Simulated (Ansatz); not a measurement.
Cost and result for the atomization energy of C2H7ClOSi, SMILES `CCO[SiH2]Cl` (12 atoms, 11 bonds).

```tsv
atom	x (Å)	y (Å)	z (Å)
C1	0.789	1.753	-0.255
C2	-0.149	0.666	0.203
O3	0.367	-0.595	-0.199
Si4	-0.454	-1.995	-0.103
Cl5	-0.894	-2.464	1.852
H6	0.884	1.748	-1.343
H7	0.413	2.731	0.056
H8	1.780	1.610	0.178
H9	-1.148	0.813	-0.228
H10	-0.253	0.681	1.294
H11	-1.757	-1.903	-0.804
H12	0.424	-3.045	-0.651
```

The species carries charge 0 and has multiplicity 1. Geometry: relaxed with PBE0-D4/def2-TZVP. It is one conformer, not always the lowest. Program: Ansatz. All runs use 4 threads of a server CPU on a shared host. Times are those of one run each, without the atoms' runs, and a repeat can differ threefold. Electronic energies, without spin–orbit coupling; frozen cores. CCSD(T)/CBS adds CCSD(T) − MP2 in def2-TZVPP to the MP2 limit, and its time is that of the two runs behind it. T1 = 0.010. HSE06 is the plane-wave form, built on full-range PBE exchange.

CCSD(T)/CBS is a level of theory with its own doubt, some kJ/mol a heavy atom from the limit and from the frozen cores, so smaller differences don't rank the functionals.

| level | functions | wall time |
| --- | --- | --- |
| LDA (SPW92)/def2-TZVPP | 275 | 2.3 s |
| revPBE-D4/def2-TZVPP | 275 | 3.8 s |
| HSE06-D4/def2-TZVPP | 275 | 6.5 s |
| BHLYP-D4/def2-TZVPP | 275 | 6.5 s |
| CAM-B3LYP-D4/def2-TZVPP | 275 | 7 s |
| r2SCANh-D4/def2-TZVPP | 275 | 10 s |
| CCSD(T)/def2-SVP | 113 | 10 s |
| PBE-QIDH/def2-TZVPP | 275 | 11 s |
| ωB97X-V/def2-TZVPP | 275 | 15 s |
| ωB97M-V/def2-TZVPP (with forces) | 275 | 22 s |
| MP2/def2-QZVPP | 521 | 44 s |
| CCSD(T)/def2-TZVPP | 275 | 6.1 min |
| CCSD(T)/CBS(def2) | – | 6.8 min |

Q: What atomization energy does each give, and how far from CCSD(T)/CBS? (Estimate.)

A: Computed: 
```tsv
level	atomization (kJ/mol)	difference from CCSD(T)/CBS	per bond
LDA (SPW92)/def2-TZVPP	5023.7	576.2	52.4
revPBE-D4/def2-TZVPP	4387.2	-60.3	-5.5
HSE06-D4/def2-TZVPP	4433.8	-13.7	-1.2
BHLYP-D4/def2-TZVPP	4331.1	-116.4	-10.6
CAM-B3LYP-D4/def2-TZVPP	4453.8	6.3	0.6
r2SCANh-D4/def2-TZVPP	4426.3	-21.2	-1.9
CCSD(T)/def2-SVP	4190.8	-256.7	-23.3
PBE-QIDH/def2-TZVPP	4413.8	-33.7	-3.1
ωB97X-V/def2-TZVPP	4454.5	7.0	0.6
ωB97M-V/def2-TZVPP (with forces)	4454.3	6.8	0.6
MP2/def2-QZVPP	4462.8	15.3	1.4
CCSD(T)/def2-TZVPP	4334.5	-113.0	-10.3
CCSD(T)/CBS(def2)	4447.5	0.0	0.0
```

From BLYP to BHLYP (50 % exact exchange), in def2-TZVPP and without D4, the atomization energy moves by −49.5 kJ/mol: exact exchange takes away binding that semilocal exchange gives to molecules. The D4 term adds +38.8 kJ/mol with B3LYP and +20.5 kJ/mol with PBE0; it sums over pairs of atoms, weighted by their polarisabilities, and B3LYP, whose exchange is more repulsive, gets the larger term. In def2-TZVPP, CCSD(T) changes the Hartree–Fock value by +1009.4 kJ/mol (the triples alone add +55.0 kJ/mol) and MP2 by +1070.4 kJ/mol; breaking electron pairs costs correlation energy, which Hartree–Fock lacks.

B3LYP here is the variant with VWN-RPA as its local correlation; programs differ in this.
